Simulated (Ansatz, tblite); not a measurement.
Cost and result up the ladder for `Cc1cc(-c2sc(-c3sc(-c4sc(-c5sc(-c6sc(S)cc6C)cc5C)cc4C)cc3C)cc2C)sc1S` (64 atoms). The state is a singlet with charge 0. Geometry: PBE-D4/def2-SVP.

Cartesian coordinates in Å:
```
C -6.118 -8.482 3.860
C -5.997 -7.756 2.553
C -5.122 -6.655 2.329
C -5.165 -6.123 1.037
C -4.389 -5.025 0.512
S -3.166 -4.300 1.540
C -2.706 -3.136 0.311
C -1.676 -2.151 0.517
S -1.356 -1.000 -0.768
C -0.086 -0.207 0.147
C 0.660 0.911 -0.368
S 1.974 1.554 0.603
C 2.352 2.792 -0.582
C 3.409 3.751 -0.397
S 3.641 4.983 -1.625
C 4.996 5.697 -0.769
C 5.717 6.842 -1.268
S 7.062 7.466 -0.325
C 7.335 8.770 -1.453
S 8.685 9.890 -1.288
C 6.449 8.692 -2.516
C 5.528 7.607 -2.432
C 4.471 7.350 -3.468
C 5.227 4.987 0.412
C 4.350 3.897 0.640
C 4.436 3.012 1.851
C 1.481 2.677 -1.669
C 0.529 1.632 -1.570
C -0.491 1.346 -2.634
C 0.053 -0.834 1.389
C -0.826 -1.921 1.615
C -0.836 -2.719 2.888
C -3.485 -3.334 -0.832
C -4.431 -4.386 -0.740
C -5.358 -4.757 -1.862
S -6.331 -7.011 0.073
C -6.720 -8.077 1.403
S -7.989 -9.287 1.215
H -5.153 -8.951 4.147
H -6.399 -7.788 4.680
H -6.886 -9.277 3.796
H -4.464 -6.246 3.110
H 8.288 10.479 -0.117
H 6.457 9.419 -3.340
H 3.447 7.411 -3.041
H 4.568 6.339 -3.918
H 4.538 8.091 -4.288
H 6.031 5.257 1.111
H 3.508 3.054 2.459
H 4.588 1.947 1.574
H 5.279 3.317 2.500
H 1.534 3.349 -2.538
H -0.360 0.333 -3.070
H -0.414 2.080 -3.458
H -1.527 1.389 -2.235
H 0.789 -0.501 2.135
H -0.648 -3.797 2.701
H -1.815 -2.653 3.408
H -0.058 -2.355 3.585
H -3.368 -2.719 -1.736
H -5.171 -5.790 -2.226
H -6.422 -4.719 -1.548
H -5.231 -4.069 -2.719
H -7.222 -10.297 0.696
```

Ansatz on 4 threads of AMD EPYC 7R13 on a shared host and a share (37 GiB) of an NVIDIA H100 80GB HBM3; xTB runs through tblite on one thread. Times are rough, summed over both states, and most runs start from the orbitals of an earlier one. PBE0-D4/def2-TZVP serves as the yardstick here, not as an exact answer. The other state is a triplet.

The xTB rows come from tblite. Single mean-field runs in def2-TZVP are fitted with def2-universal-jkfit.

xTB has no spin-polarisation term.

```csv
level,functions,wall time
GFN2-xTB,218,0.75 s
GFN1-xTB,244,0.79 s
PBE-D4/def2-TZVP,1382,29 s
PBE0-D4/def2-TZVP,1382,69 s
```

Q: Estimate what each level gives for the vertical triplet (eV).

A: 
```tsv
level	vertical triplet (eV)	difference from PBE0-D4/def2-TZVP (eV)
GFN2-xTB	1.39	-0.18
GFN1-xTB	1.43	-0.14
PBE-D4/def2-TZVP	1.36	-0.22
PBE0-D4/def2-TZVP	1.58	0.00
```
